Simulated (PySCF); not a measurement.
C₄H₁₀GeS.
Numbering: `[CH3:1][S:2][GeH:3]1[CH2:4][CH2:5][CH2:6]1` (hydrogens: H7, H8, H9 on C1; H10 on Ge3; H11, H12 on C4; H13, H14 on C5; H15, H16 on C6)

A GFN2-xTB structure was refined with PySCF 2.14.0, PBE0-D3(BJ)/def2-SVP geometry optimisation, gas phase. Its GFN2-xTB values:

| coordinate | GFN2-xTB |
| --- | --- |
| C1–S2 | 1.825 Å |
| C1–H7 | 1.085 Å |
| S2–Ge3 | 2.239 Å |
| Ge3–C4 | 2.000 Å |
| Ge3–C6 | 2.012 Å |
| Ge3–H10 | 1.543 Å |
| C4–C5 | 1.538 Å |
| C4–H11 | 1.087 Å |
| C4–H12 | 1.089 Å |
| C5–H13 | 1.090 Å |
| C5–H14 | 1.090 Å |
| C1–S2–Ge3 | 99.5° |
| S2–Ge3–C4 | 120.3° |
| S2–Ge3–C6 | 121.9° |
| Ge3–C4–C5 | 89.1° |
| C4–Ge3–C6 | 73.5° |
| C4–C5–C6 | 102.6° |
| C1–S2–Ge3–C4 | -179° |
| S2–Ge3–C6–C5 | -132° |

Task: How do these coordinates change at the PBE0-D3(BJ)/def2-SVP level?

Result: 
```tsv
coordinate	PBE0-D3(BJ)/def2-SVP (Å or °)	change
Ge3–C6	1.980	-0.032
Ge3–C4	1.971	-0.029
S2–Ge3	2.222	-0.017
C1–H7	1.099	+0.014
C5–H14	1.104	+0.014
C4–H12	1.101	+0.012
C5–H13	1.102	+0.012
C4–H11	1.099	+0.012
C4–C5	1.549	+0.011
C1–S2	1.821	-0.004
Ge3–H10	1.546	+0.003
S2–Ge3–C4	116.2	-4.1
C4–Ge3–C6	75.4	+1.9
S2–Ge3–C6	120.2	-1.7
Ge3–C4–C5	87.8	-1.3
C1–S2–Ge3	100.6	+1.1
C4–C5–C6	102.6	0.0
C1–S2–Ge3–C4	173	-8
S2–Ge3–C6–C5	-129	+3
```

The energy falls by 0.077 eV over 8 energy and gradient evaluations, the largest force component goes from 0.0114 to 2.8e-04 Eh/bohr, and the atoms move by 0.101 Å rms after alignment. The bond that changes most is Ge3–C6 (ends: germanium bonded to 2 C, S and H; sp3 carbon bound to germanium), which shortens by 0.032 Å. Bonds longer at the end by more than 0.005 Å: 11 of 16; shorter: 3. Rotational constants go from 4969, 1137, 1062 to 4993, 1155, 1088 MHz.

The run used 156 basis functions and 52 SCF cycles in all. The run took 97 s wall on one thread of an Arm Neoverse V1 (shared host).

PBE0-D3(BJ)/def2-SVP frequencies: not computed here. The numbers are those of one conformer.

The values belong to the conformer `[CH3:1][S:2][GeH:3]1[CH2:4][CH2:5][CH2:6]1`: C1–S2–Ge3–C4 173°.
